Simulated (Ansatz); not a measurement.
One change: `[SiH3][O][GeH2][Cl]` becomes `[F][GeH]([Cl])[O][SiH3]`.

Ansatz, PBE0-D4/def2-TZVP geometries, multiplicity 1. Each molecule was computed in one conformer, which needn't be the lowest.

Scalar relativity is left out up to krypton.

```json
{"property": "LUMO energy (B3LYP/def2-TZVPP) / eV", "`[SiH3][O][GeH2][Cl]`": "-0.48"}
{"property": "HOMO energy (PBE/def2-TZVPP) / eV", "`[SiH3][O][GeH2][Cl]`": "-7.29"}
{"property": "size of the dipole moment (B3LYP/def2-TZVPP) / D", "`[SiH3][O][GeH2][Cl]`": "1.50"}
{"property": "size of the dipole moment (PBE/def2-TZVPP) / D", "`[SiH3][O][GeH2][Cl]`": "1.45"}
{"property": "HOMO–LUMO gap (B3LYP/def2-TZVPP) / eV", "`[SiH3][O][GeH2][Cl]`": "8.02"}
{"property": "size of the dipole moment (ωB97M-V/def2-TZVPP) / D", "`[SiH3][O][GeH2][Cl]`": "1.54"}
```

(1) Give the same properties after the change, and the shifts. (An estimate is asked.)

Answers

(1) The calculation gave: 
```json
{"property": "LUMO energy (B3LYP/def2-TZVPP) / eV", "`[F][GeH]([Cl])[O][SiH3]`": "-0.94", "shift": "-0.46"}
{"property": "HOMO energy (PBE/def2-TZVPP) / eV", "`[F][GeH]([Cl])[O][SiH3]`": "-7.69", "shift": "-0.40"}
{"property": "size of the dipole moment (B3LYP/def2-TZVPP) / D", "`[F][GeH]([Cl])[O][SiH3]`": "1.45", "shift": "-0.05"}
{"property": "size of the dipole moment (PBE/def2-TZVPP) / D", "`[F][GeH]([Cl])[O][SiH3]`": "1.38", "shift": "-0.07"}
{"property": "HOMO–LUMO gap (B3LYP/def2-TZVPP) / eV", "`[F][GeH]([Cl])[O][SiH3]`": "7.99", "shift": "-0.03"}
{"property": "size of the dipole moment (ωB97M-V/def2-TZVPP) / D", "`[F][GeH]([Cl])[O][SiH3]`": "1.46", "shift": "-0.08"}
```

Dipoles are sizes alone; their direction can turn.

B3LYP here is the variant with VWN-RPA as its local correlation; programs differ in this.

Positive LUMOs are unbound, so they and the gaps depend on the basis.
